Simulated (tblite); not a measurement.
Compound: C₅H₇O₄ (doublet state).
SMILES with atom numbers: `[CH3:1][C@H:2]([CH:3][O:4][CH:5]=[O:6])[C:7](=[O:8])[OH:9]` (hydrogens: H10, H11, H12 on C1; H13 on C2; H14 on C3; H15 on C5; H16 on O9)

Structure optimised with GFN2-xTB, isolated species. This method treats the open shell by occupation alone, without spin polarisation.

Question: What internal coordinates does the optimisation give?

Answer: 
| bond | length (pm) | order |
| --- | --- | --- |
| C1–C2 | 152.5 | single |
| C2–C3 | 147.8 | single |
| C3–O4 | 134.5 | single |
| O4–C5 | 134.1 | single |
| C5=O6 | 120.1 | double |
| C2–C7 | 153.5 | single |
| C7=O8 | 119.9 | double |
| C7–O9 | 133.6 | single |
| C1–H10, C1–H11, C1–H12 | 108.6 | single |
| C2–H13 | 109.2 | single |
| C3–H14 | 107.9 | single |
| C5–H15 | 109.8 | single |
| O9–H16 | 97.1 | single |

Bonds in one row agree within 1 pm and their mean is given. Orders are formal, as drawn. A selection of angles:
| angle | degrees |
| --- | --- |
| C2–C1–H10 | 110.2 |
| H10–C1–H11 | 109.2 |
| H11–C1–H12 | 108.5 |
| C1–C2–C3 | 112.9 |
| C1–C2–C7 | 110.8 |
| C1–C2–H13 | 112.5 |
| C3–C2–C7 | 102.3 |
| C3–C2–H13 | 109.6 |
| C7–C2–H13 | 108.1 |
| C2–C3–O4 | 118.2 |
| C2–C3–H14 | 122.3 |
| O4–C3–H14 | 118.3 |
| C3–O4–C5 | 120.3 |
| O4–C5–O6 | 125.9 |
| O4–C5–H15 | 108.5 |
| O6–C5–H15 | 125.6 |
| C2–C7–O8 | 125.1 |
| C2–C7–O9 | 111.1 |
| O8–C7–O9 | 123.7 |
| C7–O9–H16 | 110.8 |

Dihedral angles: C1–C2–C3–O4 148° (anticlinal); C2–C3–O4–C5 169° (antiperiplanar); C3–O4–C5–O6 -2° (synperiplanar); C1–C2–C7–O8 32° (synclinal); H16–O9–C7–C2 -175° (antiperiplanar).

C5 (carbon bonded to 2 O and H) is planar (angles 125.9°, 125.6° and 108.5°, sum 360.0°, 0.00 Å off the plane of its three neighbours). O9 (oxygen bonded to C and H) is bent (angle 110.8°). C7 (carbon bonded to C and 2 O) is planar (angles 125.1°, 123.7° and 111.1°, sum 359.9°, 0.02 Å off the plane of its three neighbours). Of the pairs four or more bonds apart, O6···H14 is among the closest relative to their van der Waals radii: 2.43 Å, 89 % of the sum of Bondi's values. C3 (carbon bonded to C, O and H) is almost planar (angles 122.3°, 118.3° and 118.2°, sum 358.9°, 0.08 Å off the plane of its three neighbours). The 3 C–C bonds span 1.478 Å (C2–C3, drawn single) to 1.535 Å (C2–C7, drawn single), a spread of 0.057 Å. The 5 C–O bonds span 1.199 Å (C7=O8, drawn double) to 1.345 Å (C3–O4, drawn single), a spread of 0.146 Å.

Point group: C1 (no symmetry element, even within 0.4 Å). Its GFN2-xTB frequencies are all real (lowest 44 cm⁻¹). Torsions: C1–C2–C3–O4 148°, C2–C3–O4–C5 169°, C3–O4–C5–O6 -2°, C1–C2–C7–O8 32°, C2–C7–O9–H -175°. 3 starts were optimised and ended at 0.00, 0.26 and 2.23 kcal/mol (GFN2-xTB); the lowest of these is shown.

One conformer stands for the species.

These are computed values.
